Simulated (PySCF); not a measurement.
# Shapes and spin states of HCrS

Computed with PBE0 in PySCF with Cr def2-TZVP, S def2-TZVP, H def2-TZVP; no relativity; density-fitted integrals.

Relaxations began from a few typed shapes and spin states; open shells are unrestricted. The search is not exhaustive: other isomers or separated fragments can lie lower, and high-lying points may rest on an excited occupation.

```
                                spin  group                       bonds         angles  imaginary modes (cm⁻¹)  ΔE (kJ/mol)  ΔE with ZPE (kJ/mol)
                 quartet (⟨S²⟩ 4.41)     Cs  Cr–H 1.644 Å, Cr–S 2.084 Å  H–Cr–S 119.1°                    none          0.0                   0.0
broken-symmetry Ms = 3/2 (⟨S²⟩ 4.57)    C∞v  Cr–H 1.732 Å, Cr–S 2.114 Å  H–Cr–S 180.0°              485i, 485i         36.4                     –
broken-symmetry Ms = 1/2 (⟨S²⟩ 1.96)     Cs  Cr–H 1.615 Å, Cr–S 2.002 Å  H–Cr–S 111.5°                    none        125.1                 126.4
```

The lowest minimum found is the quartet (⟨S²⟩ 4.41) Cs: Cr–H 1.644 Å, Cr–S 2.084 Å; H–Cr–S 119.1°.

For the lowest minimum: the determinant is spin-contaminated (⟨S²⟩ = 4.41, pure value 3.75). Open d and f shells are described by one determinant, and the ground state may have another occupation or spin.
